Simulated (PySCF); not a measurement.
**CaF: one state, many levels of theory**

State: ²Σ⁺ (doublet), unpaired electrons σ ↑. Set-up: Ca pcseg-1, F pcseg-1; no relativity (PySCF 2.14). De refers to Ca + F in their high-spin ground configurations, without counterpoise correction. The functionals are run spin-unrestricted. A positive dipole means Ca(−)F(+).

```tsv
Level	Re (Å)	ωe (cm⁻¹)	De (eV)	μ (D)	CPU s a point (SCF and correlation, without the integrals)
UHF	1.999	602	4.14	-3.61	0.084
UHF-MP2	1.992	600	5.43	n/a	0.13
UHF-SCS-MP2	1.995	599	5.20	n/a	n/a
UHF-CCSD	1.996	598	4.95	n/a	n/a
UHF-CCSD(T)	1.994	599	4.97	n/a	1.7
LDA	1.907	664	6.68	-2.95	0.23
PBE	1.939	630	5.99	-2.87	0.47
PW91	1.936	633	6.07	-2.89	0.35
r²SCAN	1.943	635	6.05	-3.01	0.55
M06-L	1.957	626	5.51	-2.95	0.65
PBE0	1.943	633	5.61	-3.08	0.72
LC-ωPBE	1.947	632	5.93	-2.79	0.72
```

Task: Which functional lies closest to UHF-CCSD(T) in De, which farthest, and by how much do they differ from it?

Result: Closest is M06-L (-3.7 pm in Re, +4.5 % in ωe, +0.54 eV in De against UHF-CCSD(T) in the same basis), farthest LDA (-8.7 pm in Re, +10.9 % in ωe, +1.71 eV in De). CCSD(T) converges more slowly with the basis than the functionals do and binds too weakly in this one, so the order can change at the basis-set limit.

Task: What does the step from GGA to meta-GGA do here, going from PBE to r²SCAN?

Result: r²SCAN less PBE: +0.4 pm in Re, +0.8 % in ωe, +0.06 eV in De. 

Task: What does the gradient correction do here, going from LDA to PBE?

Result: PBE less LDA: +3.2 pm in Re, -5.1 % in ωe, -0.69 eV in De. The gradient correction favours the more uneven density of free atoms, so it tends to lengthen bonds and takes away much of the overbinding of LDA; so it does here.

Correlated steps freeze 6 core orbitals. Correlated levels converge slowly with the basis: in double zeta they bind strong bonds too weakly, by up to about 1 eV, and carry superposition errors of some tenths. The state was picked by a PBE0 search and need not be the measured ground state.

The whole job (state search and all levels along the bond) took about 1.3 min on 1 thread of Oxide Virtual Turin-like (shared host), peak memory 0.44 GiB.
